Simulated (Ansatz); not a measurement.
`N[SiH](F)[O][SnH3]` + `N[SiH2]C[SiH2]Cl` → `N[SiH2]C[SiH](N)F` + `Cl[SiH2][O][SnH3]`  (redistribution)

Calculated with Ansatz (gas phase, PBE0-D4/def2-TZVP geometries, no zero-point term in ΔE). CCSD(T)/CBS adds triple-zeta CCSD(T) − MP2 to the extrapolated MP2 energy (def2 sets, frozen cores). DFT in def2-TZVPP. Elements past krypton have def2 core potentials. For Sn outer-core shells are correlated without core-valence functions, which leaves a few kJ/mol of doubt a bond. Each species was taken in one conformer, which may not be the lowest.

```tsv
level	ΔE (kJ/mol)
PBE	-1.2
CCSD(T)/def2-TZVPP	-0.1
```

Question: What does CCSD(T)/CBS give? (An estimate is asked.)

Answer: Ansatz gave: -0.1 kJ/mol. The listed levels differ from it by -1.1, 0.0 kJ/mol.

Largest T1 diagnostic among the species: 0.013.

In def2-TZVPP, CCSD(T) changes the Hartree–Fock value by −3.0 kJ/mol (the triples alone add −0.8 kJ/mol) and MP2 by −4.0 kJ/mol. The D4 term adds −3.4 kJ/mol with B3LYP and −1.9 kJ/mol with PBE0; it sums over pairs of atoms, weighted by their polarisabilities, and B3LYP, whose exchange is more repulsive, gets the larger term.

B3LYP here is the variant with VWN-RPA as its local correlation; programs differ in this.
